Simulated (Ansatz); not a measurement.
Species: BNH3, charge -1, singlet. BNH3- (SMILES B[NH-]).
B3LYP-D3(BJ)/def2-TZVP minimum from Ansatz (a program for electronic structure):
```xyz
5

B     -0.6650     0.0506    -0.0189
N      0.7039     0.0700     0.0241
H     -1.3761    -0.9656    -0.0746
H     -1.3072     1.1029    -0.0040
H      1.0813    -0.8806     0.0044
```
Charge -1, spin multiplicity 1.

Total energies in aug-cc-pVTZ, 12 correlated electrons, 2 frozen orbitals. UHF or UKS for unpaired electrons; spin-orbit terms are left out. Cores are frozen in correlated methods. No relativity.

| method | program | energy (Eh) | minus CCSDT(Q) (mEh) |
|---|---|---|---|
| HF | Ansatz | -80.89314 | 385.40 |
| MP2 | Ansatz | -81.24552 | 33.02 |
| CCSD | Ansatz | -81.26043 | 18.11 |
| CCSD(T) | Ansatz | -81.27723 | 1.30 |
| CCSDT(Q) | Ansatz | -81.27854 | 0.00 |

Rough core times of Ansatz's runs on a shared machine: CCSD(T) 20 s, CCSDT(Q) 70 min.
